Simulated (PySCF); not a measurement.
Stepwise substitution at one centre (Sn C2H5-SH). Isolated molecules, 0 K electronic values unless said otherwise. One relaxed conformer stands for each flexible species; it need not be the lowest. Strings in code marks are SMILES.

The numbers are results of PBE-D3(BJ)/def2-TZVP // B3LYP-D3(BJ)/def2-SVP run with PySCF, not measurements. All candidates: neutral, multiplicity 1. 

```json
{
  "HOMO": "-5.87 eV",
  "HOMO–LUMO gap": "5.61 eV",
  "LUMO": "-0.25 eV"
}
```

Problem. Name which member has these values.
(A) `C[CH2][Sn]([SH])([SH])[CH2]C`
(B) `C[CH2][Sn]([SH])([SH])[SH]`
(C) `C[CH2][Sn]([CH2]C)([CH2]C)[CH2]C`
(D) `[SH][Sn]([SH])([SH])[SH]`

Solution. C, `C[CH2][Sn]([CH2]C)([CH2]C)[CH2]C`. The others give `C[CH2][Sn]([SH])([SH])[CH2]C`: -5.74 eV, 4.15 eV, -1.59 eV; `[SH][Sn]([SH])([SH])[SH]`: -6.46 eV, 3.25 eV, -3.21 eV; `C[CH2][Sn]([SH])([SH])[SH]`: -6.10 eV, 3.66 eV, -2.44 eV
